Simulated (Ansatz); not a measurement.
Species: H3B2N, SMILES `B=NB` (charge 0, multiplicity 1).

Task: Give a relaxed geometry from Ansatz (a quantum-chemistry and plane-wave program) with B3LYP-D3(BJ)/def2-TZVP.

Result: the end point of this relaxation (outside a Z-matrix the atoms follow the SMILES, hydrogens last).
Cartesian coordinates (Å) in one orientation:
```xyz
6

B      1.521    -0.133     0.709
N      0.284    -0.024     0.847
B     -1.102     0.097     0.999
H      2.676    -0.234     0.580
H     -1.834    -0.439     0.222
H     -1.546     0.735     1.906
```
